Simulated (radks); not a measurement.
The table gives one normalised radial function P(r) = r R(r) of Tm2+ in [Xe] 4f13 (r in bohr). Calculated with a radial shooting solver on a logarithmic mesh with Libxc functionals: non-relativistic Kohn-Sham, LB94 model potential, spin-polarised, spherical densities, point nucleus; open shells are filled with parallel spins first (spin-orbit coupling, left out, can overturn this in heavy ions); relativity is left out, which matters for an element this heavy.

r         P
0.001691   0.0000
0.002237   0.0000
0.00296    0.0000
0.003916   0.0000
0.005181   0.0000
0.006855   0.0000
0.009071   0.0000
0.012      0.0001
0.01588    0.0003
0.02101    0.0007
0.0278     0.0020
0.03678    0.0054
0.04867    0.0137
0.06439    0.0332
0.0852     0.0757
0.1127     0.1596
0.1492     0.3065
0.1974     0.5278
0.2611     0.7988
0.3455     1.0409
0.4572     1.1623
0.6049     1.1176
0.8003     0.9303
1.059      0.6730
1.401      0.4297
1.854      0.2441
2.453      0.1200
3.246      0.0474
4.294      0.0135

Which n and l does it have? It may be an empty orbital.

Answer. n = 4, l = 3: the number of nodes gives n - l - 1 = 0, the rise at small r (about r^(l+1)) gives l, and the extent must fit the shell. The curve is that of 4f down; the table hardly tells the two spins apart. 4f down: eigenvalue -30.075 eV, 0 radial nodes, <r> = 0.747 bohr, 90 % of the charge inside 1.28 bohr.
